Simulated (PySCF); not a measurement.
**Bonding in nopinone**

Compound: nopinone, C9H14O.
SMILES with atom numbers: `[CH3:1][C:2]1([CH3:3])[C@@H:4]2[CH2:5][CH2:6][C:7](=[O:8])[C@H:9]1[CH2:10]2` (hydrogens: H11, H12, H13 on C1; H14, H15, H16 on C3; H17 on C4; H18, H19 on C5; H20, H21 on C6; H22 on C9; H23, H24 on C10)

Cartesian coordinates in Å at the PBE0-D3(BJ)/def2-SVP level; atoms count from 1:
```xyz
24
C9H14O angstrom
C     -1.2836   -0.5939   -1.2537
C     -0.8634    0.1805   -0.0140
C     -2.0753    0.9183    0.5430
C      0.3997    1.0924   -0.0765
C      1.4846    0.4841   -0.9605
C      1.8610   -0.9314   -0.4863
C      0.8307   -1.5757    0.4327
O      0.7667   -2.7693    0.5967
C     -0.0916   -0.5939    1.1105
C      0.6703    0.7184    1.3954
H     -2.0837   -1.3074   -1.0015
H     -0.4688   -1.1729   -1.7102
H     -1.6771    0.0916   -2.0213
H     -2.8815    0.2089    0.7869
H     -2.4652    1.6249   -0.2073
H     -1.8474    1.4916    1.4525
H      0.2308    2.1530   -0.3240
H      2.3730    1.1349   -0.9455
H      1.1391    0.4618   -2.0060
H      2.0645   -1.6291   -1.3113
H      2.7907   -0.9021    0.1079
H     -0.6706   -1.0947    1.9000
H      0.1310    1.3555    2.1073
H      1.7191    0.6446    1.7228
```

Bond orders from the PBE0/pcSseg-1 density (PySCF). Geometry: PBE0-D3(BJ)/def2-SVP; no solvent, vibrations or thermal averaging.

Problem. How far do the computed orders between heavy atoms stray from the drawn ones?

Solution. The largest departure is 0.132, at C9–C2 (drawn single, 0.868). Drawn single, order below 0.88: C2–C4 (0.877) and C9–C2 (0.868).

Problem. Set the Mayer orders of the bonds between heavy atoms beside their lengths.

Solution. 
```tsv
bond	drawn as	length (Å)	Mayer order
C1–C2	single	1.521	1.058
C2–C3	single	1.524	1.053
C2–C4	single	1.559	0.877
C4–C5	single	1.526	1.033
C5–C6	single	1.540	0.999
C6–C7	single	1.523	0.976
C7–O8	double	1.207	2.011
C7–C9	single	1.508	0.978
C9–C10	single	1.544	0.940
C9–C2	single	1.568	0.868
C10–C4	single	1.543	0.953
```

By pair of heavy elements: C–C: lowest C9–C2 (0.868, 1.568 Å), highest C1–C2 (1.058, 1.521 Å); in 5 of the 45 pairs the longer bond (by over 0.003 Å) has the higher order (by 0.02 or more).

Problem. And the bonds to hydrogen?

Solution. C–H: 0.92 to 0.96 (14 bonds).

Problem. Sum the orders of all bonds at each heavy atom with more than one neighbour and set the sums beside the valence in the SMILES.

Solution. C1 3.910 (drawn 4), C2 3.856 (drawn 4), C3 3.922 (drawn 4), C4 3.826 (drawn 4), C5 3.927 (drawn 4), C6 3.830 (drawn 4), C7 3.965 (drawn 4), C9 3.739 (drawn 4), C10 3.800 (drawn 4). Orders between atoms that aren't bonded are not in these sums.

Mayer orders depend on the basis set.

The run behind these numbers computed NMR shieldings as well. The run took 53 s of wall time (grids of density and orbitals included) on an Arm Neoverse V2 with one thread, no GPU, on a shared host, and the process peaked at 1.4 GiB of memory.
